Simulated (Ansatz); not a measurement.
A short molecular-dynamics run on `NC(O)[SeH]`.

```yaml
crystal:
  periodic: [false, false, false]
  atoms:
    - {symbol: N, position_ang: [0.445290, 0.751624, -1.026012]}
    - {symbol: C, position_ang: [0.327977, -0.131835, 0.058224]}
    - {symbol: O, position_ang: [0.737600, -1.381646, -0.372150]}
    - {symbol: Se, position_ang: [-1.561863, -0.376825, 0.839525]}
    - {symbol: H, position_ang: [-0.118031, 0.453591, -1.812429]}
    - {symbol: H, position_ang: [0.196141, 1.696145, -0.772196]}
    - {symbol: H, position_ang: [0.901492, 0.245668, 0.909282]}
    - {symbol: H, position_ang: [0.578498, -2.010012, 0.338757]}
    - {symbol: H, position_ang: [-1.418603, 0.706890, 1.819899]}
basis:
  gaussian: {orbitals: "6-31G*"}
hamiltonian: {xc: {name: revPBE}}
md: {timestep: 2 fs, n_steps: 30, ensemble: nvt_langevin, temperature: 500, initial_velocities: maxwell_boltzmann, friction: 0.01, seed: 127}
```

```sh
$ ansatz run in.yaml --threads 4 --pin off --events-out ev --progress --plain --max-ram 10444MiB
```

| step | time (fs) | potential energy (eV) | kinetic (eV) | T (K) | conserved (eV) |
| --- | --- | --- | --- | --- | --- |
| 0 | 0.0 | -69989.7571 | 0.5170 | 444 | – |
| 1 | 2.0 | -69989.6351 | 0.4239 | 364 | – |
| 2 | 4.0 | -69989.4481 | 0.1717 | 148 | – |
| 3 | 6.0 | -69989.3538 | 0.1119 | 96 | – |
| 4 | 8.0 | -69989.4974 | 0.2599 | 223 | – |
| 5 | 10.0 | -69989.5216 | 0.3414 | 293 | – |
| 6 | 12.0 | -69989.6129 | 0.4815 | 414 | – |
| 7 | 14.0 | -69989.5355 | 0.4916 | 423 | – |
| 8 | 16.0 | -69989.4945 | 0.4296 | 369 | – |
| 9 | 18.0 | -69989.3717 | 0.3493 | 300 | – |
| 10 | 20.0 | -69989.4368 | 0.4164 | 358 | – |
| 11 | 22.0 | -69989.3851 | 0.4028 | 346 | – |
| 12 | 24.0 | -69989.4242 | 0.4906 | 422 | – |
| 13 | 26.0 | -69989.3103 | 0.4172 | 359 | – |
| 14 | 28.0 | -69989.5190 | 0.5109 | 439 | – |
| 15 | 30.0 | -69989.4399 | 0.5092 | 438 | – |
| 16 | 32.0 | -69989.3341 | 0.4122 | 354 | – |
| 17 | 34.0 | -69989.3613 | 0.3435 | 295 | – |
| 18 | 36.0 | -69989.3132 | 0.3018 | 259 | – |
| 19 | 38.0 | -69989.4013 | 0.3584 | 308 | – |
| 20 | 40.0 | -69989.4941 | 0.4121 | 354 | – |
| 21 | 42.0 | -69989.5273 | 0.4455 | 383 | – |
| 22 | 44.0 | -69989.4598 | 0.3352 | 288 | – |
| 23 | 46.0 | -69989.4747 | 0.3135 | 270 | – |
| 24 | 48.0 | -69989.4337 | 0.2543 | 219 | – |
| 25 | 50.0 | -69989.5556 | 0.3451 | 297 | – |
| 26 | 52.0 | -69989.3969 | 0.2918 | 251 | – |
| 27 | 54.0 | -69989.5684 | 0.4024 | 346 | – |
| 28 | 56.0 | -69989.5297 | 0.3355 | 288 | – |
| 29 | 58.0 | -69989.5989 | 0.3779 | 325 | – |
| 30 | 60.0 | -69989.5511 | 0.3860 | 332 | – |

Velocities are drawn at the set temperature; a run this short doesn't reach equilibrium.

Frames (Å, forces in eV/Å):

```xyz
9
time=0.0 fs
N     0.445    0.752   -1.026    0.653    0.126   -0.271
C     0.328   -0.132    0.058    0.119    0.112    0.222
O     0.738   -1.382   -0.372    0.426   -0.244   -1.001
Se   -1.562   -0.377    0.840   -0.828   -0.495    0.023
H    -0.118    0.454   -1.812   -0.330   -0.136   -0.412
H     0.196    1.696   -0.772   -0.157    0.511    0.115
H     0.901    0.246    0.909    0.227    0.227    0.322
H     0.578   -2.010    0.339   -0.150   -0.492    0.656
H    -1.419    0.707    1.820    0.039    0.390    0.345
9
time=2.0 fs
N     0.440    0.748   -1.021    0.114    0.076   -1.595
C     0.312   -0.144    0.061    0.444    1.373    0.152
O     0.736   -1.366   -0.364    0.661   -0.708   -1.440
Se   -1.557   -0.380    0.839   -0.740    0.283    0.822
H    -0.108    0.523   -1.866    0.074   -0.535    0.289
H     0.144    1.674   -0.791   -0.091    1.022    0.590
H     0.945    0.317    0.844   -0.210   -0.243    0.519
H     0.580   -1.999    0.331   -0.181   -0.871    1.006
H    -1.412    0.758    1.839   -0.070   -0.395   -0.344
9
time=4.0 fs
N     0.438    0.744   -1.019   -0.463    1.719   -1.755
C     0.297   -0.150    0.063    0.939    2.272    0.471
O     0.737   -1.352   -0.359    0.414   -2.932    0.144
Se   -1.553   -0.382    0.839   -0.754    0.669    1.234
H    -0.090    0.572   -1.893    0.058   -0.907    0.362
H     0.081    1.681   -0.785    0.430   -0.089    0.464
H     0.980    0.368    0.802   -0.733   -0.676    0.484
H     0.574   -2.023    0.370    0.224    0.738   -0.725
H    -1.413    0.789    1.851   -0.115   -0.794   -0.680
9
time=6.0 fs
N     0.434    0.746   -1.021   -0.335    2.495   -0.735
C     0.286   -0.147    0.067    1.257    2.263    0.298
O     0.740   -1.346   -0.352    0.266   -3.383    0.572
Se   -1.551   -0.384    0.840   -0.832    0.599    1.192
H    -0.064    0.583   -1.888   -0.440   -1.124   -0.424
H     0.036    1.678   -0.764    0.688   -0.523    0.202
H     0.991    0.385    0.780   -0.864   -0.724    0.645
H     0.566   -2.029    0.386    0.348    1.127   -1.140
H    -1.428    0.795    1.835   -0.089   -0.730   -0.608
9
time=8.0 fs
N     0.431    0.755   -1.025   -0.377    1.558   -0.746
C     0.280   -0.135    0.073    1.387    1.522   -0.220
O     0.745   -1.346   -0.343    0.432   -1.544   -0.797
Se   -1.549   -0.384    0.842   -0.945    0.057    0.710
H    -0.064    0.543   -1.897   -0.229   -0.740    0.044
H     0.013    1.651   -0.736    0.393    0.088   -0.052
H     0.979    0.373    0.783   -0.656   -0.443    0.826
H     0.572   -1.998    0.352    0.004   -0.307    0.382
H    -1.457    0.781    1.790   -0.009   -0.190   -0.147
9
time=10.0 fs
N     0.428    0.768   -1.033   -0.329   -0.174   -1.060
C     0.279   -0.117    0.078    1.259    0.386   -0.683
O     0.749   -1.348   -0.338    0.617    0.522   -2.119
Se   -1.548   -0.385    0.843   -1.055   -0.834   -0.058
H    -0.082    0.466   -1.899    0.219    0.029    0.870
H     0.003    1.623   -0.712   -0.191    1.038   -0.243
H     0.941    0.345    0.821   -0.201   -0.018    0.880
H     0.585   -1.980    0.327   -0.380   -1.646    1.860
H    -1.491    0.757    1.737    0.062    0.697    0.553
9
time=12.0 fs
N     0.423    0.779   -1.046   -0.133   -0.249    0.236
C     0.282   -0.096    0.080    1.289   -0.399   -0.227
O     0.751   -1.349   -0.338    0.039   -1.061    0.159
Se   -1.548   -0.386    0.842   -1.123   -1.190   -0.387
H    -0.092    0.384   -1.857   -0.015    0.455    0.418
H    -0.011    1.633   -0.693   -0.144    0.541   -0.793
H     0.892    0.321    0.900   -0.066    0.120    0.231
H     0.591   -2.030    0.373    0.095    0.748   -0.417
H    -1.530    0.761    1.707    0.060    1.035    0.780
9
time=14.0 fs
N     0.415    0.789   -1.059    0.230    0.010    1.546
C     0.291   -0.077    0.080    1.476   -0.713    0.936
O     0.752   -1.353   -0.335   -0.118   -1.215    0.922
Se   -1.549   -0.387    0.840   -1.163   -0.437    0.111
H    -0.107    0.310   -1.794   -0.430    0.558   -0.405
H    -0.027    1.656   -0.702   -0.033   -0.103   -1.125
H     0.851    0.301    0.994   -0.187    0.039   -0.955
H     0.610   -2.052    0.407    0.170    1.614   -1.193
H    -1.577    0.815    1.704    0.056    0.248    0.164
9
time=16.0 fs
N     0.406    0.798   -1.068    0.440   -0.805    1.346
C     0.306   -0.059    0.083    1.176   -1.019    1.415
O     0.752   -1.361   -0.328    0.083    0.652   -0.426
Se   -1.550   -0.387    0.837   -1.184    0.481    0.681
H    -0.138    0.250   -1.744   -0.278    0.806   -0.537
H    -0.039    1.669   -0.762   -0.264    0.095   -0.768
H     0.816    0.280    1.052    0.027    0.155   -1.445
H     0.639   -2.013    0.392   -0.103    0.316    0.221
H    -1.621    0.885    1.708    0.104   -0.682   -0.488
9
time=18.0 fs
N     0.395    0.803   -1.069    0.447   -1.609    0.681
C     0.326   -0.046    0.091    0.201   -1.340    0.509
O     0.751   -1.367   -0.322    0.368    3.105   -2.700
Se   -1.551   -0.387    0.834   -1.150    0.901    0.924
H    -0.177    0.225   -1.713    0.098    0.901   -0.412
H    -0.061    1.682   -0.854   -0.388    0.389   -0.161
H     0.786    0.260    1.051    0.666    0.534   -0.710
H     0.658   -1.963    0.375   -0.388   -1.789    2.606
H    -1.656    0.930    1.698    0.146   -1.092   -0.736
9
time=20.0 fs
N     0.382    0.806   -1.069    0.074   -1.121    0.298
C     0.346   -0.040    0.104   -1.168   -1.448   -1.369
O     0.750   -1.366   -0.324    0.058    0.716    0.362
Se   -1.554   -0.385    0.831   -1.000    0.791    0.868
H    -0.210    0.232   -1.700    0.321    0.635   -0.330
H    -0.100    1.708   -0.950    0.093   -0.253    0.323
H     0.784    0.258    1.016    1.439    1.007    0.846
H     0.656   -1.983    0.451    0.033    0.631   -0.387
H    -1.692    0.937    1.658    0.151   -0.957   -0.611
9
time=22.0 fs
N     0.369    0.807   -1.067   -0.172   -0.252   -0.038
C     0.361   -0.038    0.114   -1.408   -0.858   -1.321
O     0.749   -1.365   -0.325   -0.062   -0.283    2.100
Se   -1.558   -0.383    0.829   -0.702    0.109    0.485
H    -0.229    0.262   -1.707    0.326    0.061   -0.346
H    -0.140    1.726   -1.034    0.632   -0.836    0.849
H     0.839    0.296    1.011    1.055    0.698    0.409
H     0.655   -1.983    0.521    0.234    1.606   -1.986
H    -1.728    0.910    1.595    0.097   -0.245   -0.153
9
time=24.0 fs
N     0.355    0.808   -1.064    0.075   -0.617   -0.553
C     0.368   -0.037    0.118   -0.624    0.169   -0.210
O     0.749   -1.364   -0.321    0.014    0.601    1.560
Se   -1.563   -0.381    0.826   -0.318   -0.990   -0.082
H    -0.237    0.297   -1.736    0.440   -0.389   -0.152
H    -0.157    1.705   -1.084    0.458   -0.101    1.278
H     0.931    0.364    1.020   -0.186   -0.212   -1.122
H     0.671   -1.920    0.525    0.181    0.661   -1.200
H    -1.760    0.878    1.518   -0.041    0.880    0.480
9
time=26.0 fs
N     0.341    0.806   -1.061    0.519   -1.612   -1.017
C     0.371   -0.033    0.121   -0.233    0.678   -0.475
O     0.749   -1.362   -0.314    0.189    2.938   -1.650
Se   -1.567   -0.380    0.822   -0.027   -1.419   -0.185
H    -0.228    0.315   -1.782    0.619   -0.405    0.303
H    -0.156    1.678   -1.079   -0.128    1.033    1.313
H     1.014    0.428    0.976   -0.840   -0.716   -1.257
H     0.705   -1.835    0.485    0.027   -1.836    2.290
H    -1.790    0.883    1.457   -0.126    1.339    0.678
9
time=28.0 fs
N     0.328    0.800   -1.063    0.409   -0.664   -0.850
C     0.375   -0.027    0.123   -0.443    0.478   -1.423
O     0.749   -1.353   -0.312    0.124    1.565    0.340
Se   -1.572   -0.378    0.817    0.004   -0.459    0.384
H    -0.199    0.318   -1.814    0.343   -0.247    0.392
H    -0.157    1.695   -1.016    0.129    0.235    0.878
H     1.061    0.468    0.880   -0.714   -0.640   -0.295
H     0.745   -1.829    0.532    0.153   -0.701    0.352
H    -1.820    0.940    1.427   -0.006    0.433    0.222
9
time=30.0 fs
N     0.318    0.793   -1.068    0.419    1.223    0.396
C     0.377   -0.022    0.121   -1.088   -0.237   -2.484
O     0.749   -1.342   -0.310    0.322   -0.176    2.555
Se   -1.577   -0.377    0.812   -0.015    0.480    0.848
H    -0.163    0.313   -1.819   -0.446   -0.286   -0.289
H    -0.154    1.727   -0.915    0.627   -1.257   -0.030
H     1.080    0.484    0.771    0.060   -0.072    1.149
H     0.801   -1.852    0.593   -0.005    0.780   -1.985
H    -1.850    1.003    1.401    0.126   -0.454   -0.161
9
time=32.0 fs
N     0.310    0.791   -1.073    0.736    1.188    0.988
C     0.373   -0.019    0.111   -1.056   -0.683   -2.624
O     0.752   -1.331   -0.304    0.445   -0.531    2.135
Se   -1.584   -0.376    0.807   -0.002    0.873    1.014
H    -0.143    0.301   -1.828   -0.795   -0.008   -0.465
H    -0.125    1.716   -0.816    0.334   -1.130   -0.794
H     1.109    0.488    0.695    0.325    0.226    1.821
H     0.864   -1.853    0.580   -0.166    0.875   -1.785
H    -1.870    1.038    1.370    0.180   -0.812   -0.289
9
time=34.0 fs
N     0.303    0.789   -1.075    1.098   -0.903   -0.106
C     0.366   -0.021    0.095    0.399   -0.237   -1.300
O     0.756   -1.320   -0.295    0.079    0.534   -0.639
Se   -1.589   -0.375    0.803    0.015    0.707    0.949
H    -0.158    0.291   -1.852   -0.419    0.695    0.355
H    -0.082    1.663   -0.753   -0.600    0.709   -0.776
H     1.157    0.497    0.689   -0.865   -0.367    0.998
H     0.918   -1.820    0.509    0.146   -0.492    0.737
H    -1.877    1.037    1.337    0.147   -0.645   -0.218
9
time=36.0 fs
N     0.297    0.784   -1.076    1.134   -0.817   -0.469
C     0.358   -0.023    0.078    1.252   -0.021    0.081
O     0.759   -1.307   -0.289   -0.167    0.723   -2.042
Se   -1.595   -0.374    0.799    0.085   -0.053    0.670
H    -0.190    0.315   -1.859   -0.321    0.665    0.497
H    -0.066    1.647   -0.723   -0.718    1.105   -0.775
H     1.173    0.496    0.727   -1.671   -0.682    0.148
H     0.974   -1.806    0.476    0.409   -1.023    1.835
H    -1.874    1.003    1.301   -0.003    0.104    0.055
9
time=38.0 fs
N     0.294    0.774   -1.079    0.895    1.615    0.291
C     0.355   -0.023    0.064    0.969   -0.224    0.951
O     0.762   -1.293   -0.288    0.868   -1.732    0.354
Se   -1.600   -0.373    0.797    0.128   -0.796    0.389
H    -0.228    0.379   -1.852   -0.614   -0.024   -0.069
H    -0.074    1.674   -0.715    0.004   -0.260   -1.115
H     1.132    0.467    0.772   -1.557   -0.407   -0.198
H     1.043   -1.834    0.518   -0.534    0.987   -0.918
H    -1.866    0.976    1.274   -0.161    0.841    0.315
9
time=40.0 fs
N     0.296    0.769   -1.081    0.571    2.096   -0.326
C     0.357   -0.024    0.056   -0.316   -0.719    0.686
O     0.768   -1.282   -0.285    1.231   -2.457    0.508
Se   -1.606   -0.373    0.794   -0.028   -0.653    0.395
H    -0.282    0.437   -1.855   -0.241   -0.348    0.236
H    -0.077    1.676   -0.744    0.208   -0.212   -0.721
H     1.039    0.414    0.809   -0.551    0.382    0.236
H     1.084   -1.820    0.525   -0.741    1.234   -1.273
H    -1.863    0.986    1.268   -0.134    0.678    0.257
9
time=42.0 fs
N     0.302    0.770   -1.083    0.341    0.855   -1.561
C     0.360   -0.026    0.051   -1.610   -1.021   -0.112
O     0.774   -1.276   -0.280    0.511   -1.168   -1.618
Se   -1.613   -0.374    0.791   -0.312    0.023    0.551
H    -0.341    0.471   -1.849    0.499   -0.510    0.795
H    -0.074    1.656   -0.804   -0.094    1.140    0.183
H     0.931    0.370    0.858    0.490    1.068    0.855
H     1.091   -1.753    0.487    0.174   -0.348    0.898
H    -1.865    1.021    1.277    0.002   -0.040    0.009
9
time=44.0 fs
N     0.311    0.771   -1.088    0.105    0.869   -1.622
C     0.359   -0.029    0.044   -1.507   -0.258    0.954
O     0.780   -1.273   -0.278    0.011   -0.245   -2.875
Se   -1.619   -0.376    0.789   -0.559    0.421    0.590
H    -0.373    0.474   -1.819    0.645   -0.693    0.594
H    -0.079    1.667   -0.857    0.071    1.089    0.524
H     0.845    0.368    0.945    0.289    0.661   -0.322
H     1.100   -1.698    0.481    0.849   -1.337    2.315
H    -1.866    1.047    1.286    0.096   -0.506   -0.158
9
time=46.0 fs
N     0.320    0.775   -1.095   -0.065    1.781   -0.853
C     0.355   -0.032    0.039   -1.202    0.679    2.351
O     0.787   -1.271   -0.280    1.465   -1.861    0.502
Se   -1.626   -0.377    0.788   -0.710    0.449    0.515
H    -0.375    0.444   -1.778    0.274   -0.640   -0.003
H    -0.074    1.708   -0.885    0.520   -0.213    0.322
H     0.772    0.388    1.023    0.113    0.067   -1.666
H     1.139   -1.699    0.557   -0.521    0.351   -0.962
H    -1.865    1.052    1.290    0.125   -0.612   -0.205
9
time=48.0 fs
N     0.329    0.782   -1.101    0.002    1.428   -0.282
C     0.349   -0.034    0.038   -1.182    1.134    2.292
O     0.795   -1.275   -0.280    1.779   -1.926    1.696
Se   -1.631   -0.378    0.788   -0.738    0.161    0.342
H    -0.363    0.392   -1.745    0.063   -0.212   -0.348
H    -0.040    1.739   -0.896    0.440   -0.746    0.114
H     0.707    0.411    1.037    0.413   -0.147   -1.719
H     1.150   -1.691    0.602   -0.878    0.697   -1.961
H    -1.863    1.041    1.278    0.101   -0.390   -0.134
9
time=50.0 fs
N     0.339    0.793   -1.108   -0.039   -0.116   -0.195
C     0.340   -0.034    0.041   -1.425    0.743    0.465
O     0.805   -1.284   -0.276    0.924   -0.551    0.447
Se   -1.636   -0.378    0.787   -0.585   -0.587    0.025
H    -0.347    0.331   -1.726    0.251    0.526   -0.337
H     0.010    1.752   -0.908   -0.004   -0.456    0.027
H     0.657    0.428    0.975    1.098    0.236   -0.126
H     1.131   -1.666    0.574   -0.204   -0.134   -0.417
H    -1.848    1.009    1.254   -0.017    0.339    0.111
9
time=52.0 fs
N     0.351    0.805   -1.115    0.078   -1.267    0.055
C     0.328   -0.029    0.043   -1.554   -0.189   -1.478
O     0.815   -1.295   -0.272   -0.456    1.459   -2.139
Se   -1.642   -0.377    0.787   -0.307   -1.309   -0.293
H    -0.313    0.293   -1.723    0.199    0.983   -0.492
H     0.057    1.764   -0.917   -0.343   -0.182   -0.070
H     0.647    0.454    0.909    1.650    0.810    1.614
H     1.111   -1.644    0.534    0.882   -1.425    2.430
H    -1.819    0.985    1.228   -0.150    1.121    0.372
9
time=54.0 fs
N     0.364    0.813   -1.123    0.235   -1.337    0.464
C     0.313   -0.022    0.040   -0.381    0.365   -0.036
O     0.826   -1.306   -0.273    0.228    0.816    0.608
Se   -1.646   -0.375    0.785   -0.106   -0.910   -0.259
H    -0.264    0.292   -1.748   -0.077    0.963   -0.713
H     0.084    1.780   -0.925   -0.386   -0.351   -0.201
H     0.697    0.514    0.913    0.789   -0.233    0.121
H     1.119   -1.674    0.592   -0.156   -0.127   -0.272
H    -1.793    1.007    1.216   -0.145    0.815    0.289
9
time=56.0 fs
N     0.375    0.817   -1.131    0.362   -1.107    0.805
C     0.303   -0.014    0.039    0.766    0.670    0.948
O     0.838   -1.318   -0.274    0.391    0.643    2.134
Se   -1.650   -0.374    0.784    0.079    0.103   -0.026
H    -0.216    0.319   -1.794   -0.290    0.680   -0.757
H     0.097    1.786   -0.932   -0.327   -0.400   -0.255
H     0.771    0.573    0.923   -0.206   -1.140   -1.101
H     1.124   -1.707    0.638   -0.673    0.646   -1.778
H    -1.775    1.056    1.219   -0.101   -0.095    0.030
9
time=58.0 fs
N     0.387    0.817   -1.138    0.231   -1.106    0.622
C     0.302   -0.001    0.042    1.075    0.026    0.319
O     0.850   -1.329   -0.267   -0.237    1.518    1.050
Se   -1.653   -0.372    0.785    0.288    0.871    0.147
H    -0.174    0.366   -1.866   -0.138    0.452   -0.257
H     0.100    1.778   -0.939   -0.273   -0.088   -0.202
H     0.831    0.588    0.888   -0.545   -1.122   -0.916
H     1.102   -1.706    0.619   -0.287    0.183   -0.632
H    -1.757    1.099    1.218   -0.114   -0.735   -0.131
9
time=60.0 fs
N     0.400    0.816   -1.142   -0.274   -0.708   -0.169
C     0.305    0.013    0.045    0.564   -1.416   -1.283
O     0.860   -1.334   -0.257   -1.152    2.946   -1.821
Se   -1.656   -0.371    0.786    0.484    1.221    0.206
H    -0.134    0.430   -1.955    0.281    0.271    0.767
H     0.090    1.771   -0.942   -0.077   -0.058   -0.142
H     0.868    0.561    0.816   -0.131   -0.277    0.368
H     1.069   -1.700    0.576    0.465   -1.025    2.236
H    -1.743    1.120    1.208   -0.161   -0.954   -0.160
```

Hardware: 4 threads of an Arm Neoverse V2 on a shared host. Wall time 26 s, peak host memory 0.11 GiB.
